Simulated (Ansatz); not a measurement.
An input meant for Ge2C (charge 0, singlet; with a point charge).

```yaml
crystal:
  periodic: [false, false, false]
  atoms:
    - {symbol: Ge, position_ang: [-0.372296, 2.662623, 1.359842]}
    - {symbol: Ge, position_ang: [-0.385807, -2.251267, -1.964800]}
    - {symbol: C, position_ang: [0.758103, -0.411375, 0.604958]}
basis:
  gaussian: {orbitals: STO-3G, fitting: {mean_field: cc-pVTZ-jkfit}, point_charges: [{charge: 0.50, position_ang: [3.330, 0.787, -0.463]}]}
hamiltonian: {xc: {name: CAM-B3LYP}}
accuracy: high
scf: {omitted_lower_state_checks: [starts]}
```

```sh
$ ansatz run in.yaml --threads 4 --pin off --events-out ev --progress --plain --max-ram 3916MiB
```

Shortened log:

```
Functional definition: CAM-B3LYP
493 factors; integrals over basis functions are off by at most 1.8e-2 eV
493 factors; integrals over basis functions are off by at most 2.2e-9 eV
mean field evaluation 1: about -112663.2276 eV, gradient 8.8e1 eV
mean field evaluation 2: about -112592.6874 eV, gradient 3.8e1 eV
mean field evaluation 4: about -112566.9691 eV, gradient 4.7e1 eV
mean field evaluation 8: about -112722.4462 eV, gradient 5.6e1 eV
mean field evaluation 16: about -112736.1763 eV, gradient 5.6e-2 eV
mean field -112736.17763800 eV, -4142.9781128706 hartree, gradient 2.1e-8 eV, S^2 0.000000; 0 other end points of the search recorded, 0 dependent functions left out
reference -112736.17765608 eV, -4142.9781135351 hartree; 35, 35 occupied and 6, 6 virtual orbitals, 493 factors
Total energy: -112736.17765608 eV, -4142.9781135351 hartree
Checks for a lower state left out: starts
```

**Question.** What is wrong with this run?

**Answer.** The coordinates are in bohr but typed as ångström. The calculation finished and met its thresholds. The result belongs to that input, not to the species as meant.
